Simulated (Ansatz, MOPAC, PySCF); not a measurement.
Dimer: C2H2 (SMILES C#C) (first 4 atoms) with CH2F2 (SMILES FCF); geometry from B3LYP-D3(BJ)/def2-TZVP, rigid monomers moved along the line of their centres of mass till H4···F5 is 2.84 Å.
(charge 0, multiplicity 1):
```xyz
9

C      0.59923     0.01699    -0.69718
C     -0.35212    -0.06359     0.02537
H      1.43728     0.08577    -1.34714
H     -1.18549    -0.13471     0.68289
F     -1.09926     0.13363     3.50900
C      0.22720     0.10609     3.84345
F      0.46413    -1.02922     4.55475
H      0.43871     0.96911     4.47615
H      0.81346     0.07949     2.92464
```

Interaction energies are E(AB) − E(A) − E(B) at the monomers' geometry in the complex; basis-set methods are counterpoise corrected.

Cores are frozen in the correlated methods. Rows in 6-31G* carry no dispersion term and start afresh at each structure (6-31G* with six Cartesian d functions). The state reached by PM3, PM7 isn't checked; PM7 holds dispersion and hydrogen-bond terms.

The values were computed with Ansatz (Gaussian orbitals); MOPAC for PM3, PM7 (differences of heats of formation); PySCF for 6-31G* rows, the dispersion terms. 

```
level                      interaction energy (kcal/mol)
-------------------------  -----------------------------
PM3                                                -0.57
PM7                                                -0.78
HF/6-31G*                                          -0.98
HF/aug-cc-pVDZ                                     -1.03
r2SCAN-D3(BJ)/def2-TZVPPD                          -1.68
B3LYP-D3(BJ)/def2-TZVPPD                           -1.72
B3LYP-D4/def2-TZVPPD                               -1.67
PBE0-D3(BJ)/def2-TZVPPD                            -1.84
SCS-MP2/aug-cc-pVDZ                                    …
```

Question: Fill in the missing entries.

Answer: 
- SCS-MP2/aug-cc-pVDZ, interaction energy (kcal/mol): -1.35

Ansatz is a quantum-chemistry and plane-wave program.
